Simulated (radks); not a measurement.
Question: Neutral niobium, 41 electrons, occupied as [Kr] 4d4 5s1. Calculated with a radial shooting solver on a logarithmic mesh with Libxc functionals: scalar-relativistic Kohn-Sham, LDA (Slater exchange, VWN5 correlation), spin-polarised, spherical densities, finite nucleus; open shells are filled with parallel spins first (spin-orbit coupling, left out, can overturn this in heavy ions); Fermi nuclear charge, rms radius 4.324 fm. Some entries of the table are withheld. Estimate them.

| orbital | occ. | eigenvalue (eV) | <r> (bohr) | r(max) (bohr) |
|---|---|---|---|---|
| 1s up | 1 | -18780.69 | 0.03613 | 0.02352 |
| 1s down | 1 | -18780.68 | 0.03613 | 0.02352 |
| 2s up | 1 | -2627.271 | 0.1582 | 0.1334 |
| 2s down | 1 | -2626.956 | 0.1582 | 0.1334 |
| 2p up | 3 | -2347.738 | 0.1378 | 0.1065 |
| 2p down | 3 | -2347.493 | 0.1378 | 0.1065 |
| 3s up | 1 | -437.3920 | 0.4442 | 0.3961 |
| 3s down | 1 | -437.1539 | 0.4441 | 0.3961 |
| 3p up | 3 | -346.0400 | 0.4465 | 0.3895 |
| 3p down | 3 | -345.7815 | 0.4464 | 0.3896 |
| 3d up | 5 | -196.2014 | 0.4335 | 0.3338 |
| 3d down | 5 | -195.8562 | 0.4332 | 0.3339 |
| 4s up | 1 | -58.8002 | 1.161 | 1.031 |
| 4s down | 1 | -56.9823 | 1.154 | 1.027 |
| 4p up | 3 | -35.0511 | (1) | (2) |
| 4p down | 3 | -33.0139 | (3) | (4) |
| 5s up | 1 | -4.6677 | 3.583 | 3.011 |
| 4d up | 4 | -3.8137 | (5) | 1.515 |
| 5s down | 0 | -2.8492 | 3.999 | 3.184 |
| 4d down | 0 | -1.4816 | (6) | 1.496 |
| 5p up | 0 | -1.4660 | 4.958 | 3.999 |
| 5p down | 0 | -0.4691 | 6.562 | 4.944 |
| 6s up | 0 | -0.0344 | 17.69 | 10.63 |

Answer: 
(1) 4p up <r> (bohr): 1.307
(2) 4p up r(max) (bohr): 1.124
(3) 4p down <r> (bohr): 1.297
(4) 4p down r(max) (bohr): 1.118
(5) 4d up <r> (bohr): 2.185
(6) 4d down <r> (bohr): 2.372
